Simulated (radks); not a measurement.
Results of a calculation; reference values are marked as such.
Polarisability of neutral tantalum, [Xe] 4f14 5d3 6s2, at imaginary frequency. Level of theory: scalar-relativistic Kohn-Sham, LB94 model potential, spin-unpolarised, spherical densities, finite nucleus; Fermi nuclear charge, rms radius 5.3507 fm (a radial shooting solver on a logarithmic mesh with Libxc functionals). Response by self-consistent Sternheimer equations with the Hartree and adiabatic LDA kernel, the relativistic mass of each level held fixed and spin-orbit coupling left out.

w (hartree),alpha1(iw) (bohr^3)
0.00266,62.82
0.0143,62.55
0.0360,61.10
0.0697,56.90
0.118,48.77
0.186,37.67
0.280,26.54
0.413,17.59
0.605,11.25
0.892,6.997
1.35,4.174
2.12,2.300
3.59,1.102
6.94,0.4218
17.5,0.1024

Static values: alpha1 = 62.83 bohr^3 (9.310 angstrom^3; uncoupled 125.5). C6 = 731.7, triple-dipole C9 = 32220 atomic units. One-pole (London) frequency 4 C6 / (3 alpha1^2) = 0.247 hartree, against 0.293 for minus the highest occupied eigenvalue. Recommended static value: 74 bohr^3 (Schwerdtfeger and Nagle, 2023 table).

Beside tabulated values, note that spin-unpolarised runs miss the spin-polarisation part of the exchange energy of open shells.
